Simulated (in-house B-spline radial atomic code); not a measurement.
Atomic self-consistent-field run: Se6+. Level of theory: non-relativistic B97-1, spin-polarised, spherical fractional occupations, exact exchange averaged over the configuration, point nucleus; calculated with an all-electron radial atomic-structure program (B-spline basis).

Command:
```bash
python run_scf.py task.json out
```
Settings:
```
Z                34
configuration    [Ar] 3d10
hamiltonian      nr
method           b97_1
spin_polarised   True
exact_exchange   averaged over the configuration
```

Output (hartree, bohr):
```
 radial grid: 45 intervals, B-splines of order 8, outer radius 10.2985 bohr

 iter        energy (Eh)    residual
    1       -2371.656449    9.70e-01
    2       -2381.113274    9.05e-01
    3       -2391.707210    1.62e-01
    4       -2392.117295    2.78e-02
    5       -2392.122776    1.31e-02
    6       -2392.125000    4.64e-03
    7       -2392.125359    5.53e-05
    8       -2392.125359    1.96e-06
    9       -2392.125359    1.70e-08

 total energy                     -2392.12536
 kinetic                            2390.6780
 electron-nucleus                  -5629.4262
 Hartree                             931.3521
 exact exchange                      -17.5159
 exchange-correlation                -67.2134

 orbital      occ     eigenvalue          <r>       <r^2>       <1/r>       <r^4>     <1/r^3>       r_max
 1s up      1.000      -457.1869    0.0449893  0.00271077     33.5003  1.8681e-05           -     0.02971
 1s down    1.000      -457.1869    0.0449893  0.00271077     33.5003  1.8681e-05           -     0.02971
 2s up      1.000       -61.3299     0.199855   0.0470242     7.41061  0.00380897           -      0.1681
 2s down    1.000       -61.3299     0.199855   0.0470242     7.41061  0.00380897           -      0.1681
 2p up      3.000       -55.3649     0.172773   0.0364821     7.38084  0.00265994      1148.8      0.1333
 2p down    3.000       -55.3649     0.172773   0.0364821     7.38084  0.00265994      1148.8      0.1333
 3s up      1.000       -11.0458     0.582865    0.390349     2.43233    0.240935           -      0.5116
 3s down    1.000       -11.0458     0.582865    0.390349     2.43233    0.240935           -      0.5116
 3p up      3.000        -8.9803     0.590804    0.408165     2.31983    0.279859     162.494      0.5043
 3p down    3.000        -8.9803     0.590804    0.408165     2.31983    0.279859     162.494      0.5043
 3d up      5.000        -5.3182     0.611163    0.459368     2.06808    0.438829     20.5164      0.4503
 3d down    5.000        -5.3182     0.611163    0.459368     2.06808    0.438829     20.5164      0.4503

 Slater integrals (Eh)
   F0(3p up,3p up)               1.527239
   F2(3p up,3p up)               0.767343
   F0(3p up,3p down)             1.527239
   F2(3p up,3p down)             0.767343
   F0(3p up,3d up)               1.505545
   F2(3p up,3d up)               0.723842
   G1(3p up,3d up)               0.874946
   G3(3p up,3d up)               0.542651
   F0(3p up,3d down)             1.505545
   F2(3p up,3d down)             0.723842
   F0(3p down,3p down)           1.527239
   F2(3p down,3p down)           0.767343
   F0(3p down,3d up)             1.505545
   F2(3p down,3d up)             0.723842
   F0(3p down,3d down)           1.505545
   F2(3p down,3d down)           0.723842
   G1(3p down,3d down)           0.874946
   G3(3p down,3d down)           0.542651
   F0(3d up,3d up)               1.498617
   F2(3d up,3d up)               0.717831
   F4(3d up,3d up)               0.451594
   F0(3d up,3d down)             1.498617
   F2(3d up,3d down)             0.717831
   F4(3d up,3d down)             0.451594
   (list cut)
```

Time taken, with all properties: 0.15 s on 1 thread of AMD EPYC 9R45 96-Core Processor, with other jobs on the host.
